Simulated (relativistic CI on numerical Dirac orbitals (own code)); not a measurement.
## Electric-dipole transitions in Sn⁷⁺

Method of calculation: Dirac-Coulomb-Breit CI, separate exchange-only KLI orbitals for each configuration, model QED, unscaled Slater integrals (own radial code, finite nucleus).

CI space (outside the closed core [Ar] 3d10): 4s²4p⁶4d⁷, 4s²4p⁶4d⁶5s, 4s²4p⁶4d⁶4f, 4s²4p⁵4d⁸, 4s²4p⁶4d⁶5p, 4s²4p⁶4d⁵5s², 4s²4p⁴4d⁹, 4s4p⁶4d⁸, 4s²4p⁶4d⁵5s5p, 4s²4p⁶4d⁶5d, 4s²4p⁶4d⁵5p², 4s²4p⁶4d⁶6s, 4s²4p⁶4d⁶6p, 4s²4p⁶4d⁶6d, 4p⁶4d⁹, 4s²4p⁵4d⁷5s. Levels of other configurations are missing.

```csv
λ vac (Å),Lower,Upper,A (s⁻¹),gf,Branching (%)
217.36,4s²4p⁶4d⁷ ⁴F9/2 [1],4s²4p⁶4d⁶5p ⁴D°7/2 [137],1.44e+10,8.17e-01,65.2
218.71,4s²4p⁶4d⁷ ⁴F9/2 [1],4s²4p⁶4d⁶5p ⁴F°9/2 [129],1.16e+10,8.33e-01,52.3
219.40,4s²4p⁶4d⁷ ⁴F7/2 [2],4s²4p⁶4d⁶5p ⁴D°7/2 [142],1.89e+10,1.09e+00,76.5
221.51,4s²4p⁶4d⁷ ⁴F7/2 [2],4s²4p⁶4d⁶5p ⁴D°5/2 [131],1.55e+10,6.83e-01,57.7
221.72,4s²4p⁶4d⁷ ⁴F9/2 [1],4s²4p⁶4d⁶5p ⁴D°7/2 [119],9.47e+09,5.58e-01,57.8
221.94,4s²4p⁶4d⁷ ⁴F5/2 [3],4s²4p⁶4d⁶5p ⁴D°3/2 [140],2.63e+10,7.77e-01,81.6
223.68,4s²4p⁶4d⁷ ²G9/2 [7],4s²4p⁶4d⁶5p ²G°9/2 [171],1.45e+10,1.09e+00,57.1
224.36,4s²4p⁶4d⁷ ⁴F9/2 [1],4s²4p⁶4d⁶5p ⁴G°9/2 [110],1.41e+10,1.06e+00,70.7
224.38,4s²4p⁶4d⁷ ⁴F9/2 [1],4s²4p⁶4d⁶5p ⁴G°11/2 [109],7.76e+09,7.03e-01,79.0
225.47,4s²4p⁶4d⁷ ⁴F9/2 [1],4s²4p⁶4d⁶5p ⁴G°11/2 [107],1.13e+10,1.04e+00,85.4
226.35,4s²4p⁶4d⁷ ⁴F9/2 [1],4s²4p⁶4d⁶5p ⁴F°7/2 [102],1.05e+10,6.46e-01,69.9
226.89,4s²4p⁶4d⁷ ²H9/2 [14],4s²4p⁶4d⁶5p ²H°9/2 [196],2.85e+10,2.20e+00,88.6
227.97,4s²4p⁶4d⁷ ²H11/2 [12],4s²4p⁶4d⁶5p ²H°11/2 [173],3.53e+10,3.30e+00,91.4
853.81,4s²4p⁶4d⁶5s ⁶D9/2 [20],4s²4p⁶4d⁶5p ⁶F°11/2 [90],3.26e+09,4.27e+00,99.9
861.49,4s²4p⁶4d⁶5s ⁴H11/2 [32],4s²4p⁶4d⁶5p ⁴I°13/2 [141],2.36e+09,3.67e+00,73.1
884.51,4s²4p⁶4d⁶5s ⁴H13/2 [31],4s²4p⁶4d⁶5p ⁴I°15/2 [132],3.10e+09,5.82e+00,99.9
887.12,4s²4p⁶4d⁶5s ²H11/2 [44],4s²4p⁶4d⁶5p ⁴H°13/2 [168],2.14e+09,3.54e+00,44.0
897.20,4s²4p⁶4d⁶5s ⁶D7/2 [21],4s²4p⁶4d⁶5p ⁶F°9/2 [89],2.16e+09,2.60e+00,44.8
904.81,4s²4p⁶4d⁶5s ²I13/2 [54],4s²4p⁶4d⁶5p ²K°15/2 [181],2.95e+09,5.80e+00,99.8
1002.9,4s²4p⁶4d⁶5s ⁶D9/2 [20],4s²4p⁶4d⁶5p ⁶D°9/2 [81],1.83e+09,2.75e+00,89.2
```

Terms are leading LS components. Brackets give the number of a level in order of energy, since labels repeat. The list gives strong lines, with weight on those to low levels, without lines whose two gauges differ by over a factor of 2.5, among the lowest 200 of 2674 levels, so that lines to higher ones, which can be the strongest, are missing. Levels whose partners in the same complex of configurations lie outside the list can be far off, and so can their lines. Rates are taken at the computed energies, electric ones in the length gauge.

At this charge configurations can still be misplaced by up to about 7 % of their energy. Terms inside the open d or f shell come out 10 to 20 % too wide with unscaled integrals.

LS names give the leading component of a level, which can be under half, so a name can repeat, a term be missing and a line seem to break the LS rules.
